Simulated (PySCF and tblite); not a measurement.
Results of a calculation; reference values are marked as such.
Molecule: 2-cyclohexen-1-amine, C6H11N, numbered as in [NH2:1][C@H:2]1[CH:3]=[CH:4][CH2:5][CH2:6][CH2:7]1; H named by carrier, a and b as here (out-of-plane angle 0°, Å):

```
N1      -2.224    0.843    0.395
C2      -1.021    0.506   -0.309
C3       0.129    1.361    0.161
C4       1.363    0.919    0.331
C5       1.787   -0.491    0.052
C6       0.729   -1.240   -0.753
C7      -0.651   -0.982   -0.160
H1a     -2.213    0.879    1.392
H1b     -3.076    1.041   -0.082
H2      -1.198    0.718   -1.373
H3      -0.127    2.390    0.378
H4       2.136    1.580    0.700
H5a      2.741   -0.488   -0.481
H5b      1.956   -1.000    1.008
H6a      0.745   -0.891   -1.789
H6b      0.949   -2.310   -0.756
H7a     -0.647   -1.234    0.902
H7b     -1.406   -1.598   -0.651
```

The mean out-of-plane torsion at N1 (0° is planar) is held and the rest relaxed at GFN2-xTB. Energies: PBE0/pcSseg-1 + D3(BJ). Couplings: B3LYP/6-31G* with H pcJ-1 N pcJ-1, gas phase, for ¹H, ¹⁵N. (tblite 0.8, PySCF 2.14.)

One held structure gave ¹J(N1,H1b) = -79.9, ¹J(N1,H1a) = -79.3, ²J(H1a,H1b) = -0.3, ²J(N1,H2) = -2.3, ³J(H1b,H2) = 3.6, ³J(H1a,H2) = 15.4, ³J(N1,H7a) = -2.8, ³J(N1,H3) = -1.3 Hz.

Problem. At which out-of-plane angle was it held?
A. 0°
B. -26°
C. -44°
D. 44°
E. 26°

Solution. E. It lies 1.47 kcal/mol above the lowest point.
